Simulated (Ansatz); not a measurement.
`CS[Si]S` + H₂ → `CS[SiH]` + H₂S  (hydrogenolysis of the Si–S bond)

Computed with Ansatz on PBE0-D4/def2-TZVP structures; ΔE is electronic, products minus reactants. CBS: MP2 limit from def2 TZ/QZ plus the TZ coupled-cluster correction, frozen cores. This one scheme is used for every species. Functionals use def2-TZVPP. B3LYP here is the variant with VWN-RPA as its local correlation; programs differ in this. Each species was taken in one conformer, which may not be the lowest.

`CS[Si]S`:

```xyz
8

C     0.475    0.546   -1.423
S    -0.616   -0.198   -0.178
Si    0.621   -0.143    1.543
S    -0.743   -1.034    2.943
H     0.636   -0.172   -2.227
H    -0.002    1.440   -1.823
H     1.435    0.815   -0.980
H    -1.805   -1.253    2.145
```

H₂:

```xyz
2

H     0.069   -0.355   -0.091
H    -0.069    0.355    0.091
```

`CS[SiH]`:

Z-matrix (Å, degrees):
```
C
S 1 1.812
H 1 1.090 2 110.6
H 1 1.090 2 108.9 3 -120.6
H 1 1.090 2 108.9 3 120.6
Si 2 2.094 1 103.9 3 -0.0
H 6 1.525 2 89.2 1 -180.0
```

H₂S:

Cartesian coordinates in Å:
```
S -0.456 0.317 0.275
H -0.353 -0.928 -0.212
H 0.809 0.611 -0.063
```

Is it downhill or uphill in electronic energy at CCSD(T)/CBS, and by how much? (An estimate is asked.)

Computed: Uphill: ΔE = +0.79 eV.

What do these levels give: r2SCAN-D4, B3LYP-D4, ωB97X-V, B2PLYP, PBE, MP2/def2-TZVPP, SCS-MP2/def2-TZVPP, CCSD/def2-TZVPP, HF/def2-QZVPP, MP2/def2-QZVPP, SCS-MP2/def2-QZVPP, CCSD/CBS(def2)? (Estimate.)

The calculation gave: r2SCAN-D4 0.87, B3LYP-D4 0.80, ωB97X-V 0.74, B2PLYP 0.75, PBE 0.81, MP2/def2-TZVPP 0.86, SCS-MP2/def2-TZVPP 0.76, CCSD/def2-TZVPP 0.65, HF/def2-QZVPP 0.49, MP2/def2-QZVPP 0.90, SCS-MP2/def2-QZVPP 0.80, CCSD/CBS(def2) 0.72 eV.

Largest T1 diagnostic among the species: 0.016.

In def2-TZVPP, CCSD(T) changes the Hartree–Fock value by +0.22 eV (the triples alone add +0.07 eV) and MP2 by +0.36 eV. The D4 term adds +0.11 eV with B3LYP and +0.06 eV with PBE0; it sums over pairs of atoms, weighted by their polarisabilities, and B3LYP, whose exchange is more repulsive, gets the larger term. From PBE to PBE0 (25 % exact exchange), in def2-TZVPP and without D4, ΔE moves by −0.05 eV.
